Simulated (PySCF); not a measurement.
Dipole response of Kr⁺ (krypton, charge +1)

[Ar] 3d10 4s2 4p5, 2P determinant. Calculation: PySCF 2.14, in aug-cc-pwCVTZ-PP with ECP10MDF (8s7p6d4f1g, 96 functions); scalar relativity through the core potential. Coupled (time-dependent) response in atomic units; α is the mean over directions.

| method | mean α (bohr³) | α xx, yy, zz | C₆ (like pair) | S(−4) |
| --- | --- | --- | --- | --- |
| UHF | 10.59 | 10.25, 10.76, 10.76 | 65.38 | 19.94 |
| PBE | 11.13 | 10.62, 11.38, 11.38 | 69.35 | 23.14 |
| PBE0 | 10.88 | 10.44, 11.11, 11.11 | 67.51 | 21.68 |
| PW91 | 11.09 | 10.58, 11.34, 11.34 | 69.01 | 23.00 |
| MN15 | 11.16 | 10.74, 11.36, 11.36 | 68.66 | 23.41 |

S(−4) is the Cauchy moment in α(ω) = α(0) + S(−4) ω² + …

Spin-orbit coupling is absent.

α(iu) at PBE0:

```tsv
u (hartree)	α(iu) (bohr³)
0	10.88
0.0500	10.83
0.100	10.67
0.200	10.09
0.300	9.266
0.500	7.410
0.750	5.417
1.00	3.998
1.50	2.364
2.00	1.555
3.00	0.8414
5.00	0.3923
```

A single London oscillator, α(iu) = α/(1 + u²/ω²), gives C₆ = (3/4) ω α². Matching the computed C₆ needs ω = 4 × 67.51 / (3 × 10.88²) = 0.760 hartree.

For an ion, C₆ is the dispersion term alone; charge-induced terms of lower order in 1/R come first.

The components differ because the open shell of this determinant is not spherical; for a pure term their mean is the scalar polarisability.

Energies and moments cover only the electrons outside the core potential.
